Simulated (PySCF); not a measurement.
Structure from NMR data

Molecular formula: C₂H₁₂O₂Si₄. Simulated spectra:

1H NMR (500 MHz, computed): δ 6.80 (m, 1H), 6.57 (m, 1H), 6.17 (m, 1H), 5.91 (m, 1H), 5.59 (m, 1H), 5.51 (m, 1H), 5.09 (s, 3H), 5.06 (s, 3H).

13C{1H} NMR (computed): δ 148.7 (CH), 142.0 (CH2).

[PySCF 2.14.0 with density-fitted response routines: σ from GIAO-PBE0/pcSseg-1; geometry from GFN2-xTB; one computed conformer; no solvent model; non-relativistic; rapidly exchanging positions averaged]

Scale: 1H (σref 31.72) and 13C (σref 186.93) against TMS (reference shieldings calculated alike).

Problem. Propose a structure and justify it.

Solution. 
Rings plus π bonds: 1 (no ring in the answer). 2 carbon signals for 2 carbons: no two carbons are equivalent. Carbon types of the structure: 1 × CH, 1 × CH2, leaving 9 H on heteroatoms. δC 148.7: alkene CH; as expected for a trigonal carbon in a double bond. δC 142.0: terminal =CH2 carbon; the olefinic region. δH 6.80: hydrogen on an alkene CH; a vinylic proton, deshielded by the sp2 carbon and the C=C anisotropy. δH 6.57, 6.17: hydrogen on a terminal =CH2 carbon; attached to an sp2 carbon and in the plane of the double bond. δH 5.91: hydrogen on a silicon bonded to C, O, Si. δH 5.59, 5.51: hydrogen on a silicon bonded to O, Si. δH 5.09, 5.06: hydrogen on a silicon bonded to O.

The compound is `C=C[Si@H](O[SiH3])[SiH2]O[SiH3]`.

The data come from this structure; uniqueness wasn't tested.

Shifts are as computed. Against solution values, carbons near 30 ppm lie about +3 ppm off and those near 130 ppm about +5 ppm. Of 1211 compounds with measured shifts, 218 miss one by over three times the rms of a fit or turn the order of signals round; such compounds aren't used in these exercises. No couplings were computed; multiplicities are counted from neighbouring protons, with m where these are inequivalent, close in shift, in a saturated or five-membered ring or joined by F or P, and br s for small geminal =CH2 splittings.
